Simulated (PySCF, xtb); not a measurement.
C2H5BO3, SMILES CB(O)C(=O)O.

xtb with GFN2-xTB at its own geometry gives an orbital gap of 3.36 eV and a dipole moment of 0.98 D.

Geometry: B3LYP-D3(BJ)/def2-SVP. The structure was generated by enumeration, and PubChem lists no compound with its InChIKey, so it may never have been made. The values are those of a single conformer.

**Question.** What does PBE/def2-TZVP (PySCF) give? (Estimate from the structure and the level; the computed values follow.)

**Answer.** gap 3.96 eV (levels -6.51 and -2.55 eV), dipole 1.38 D.
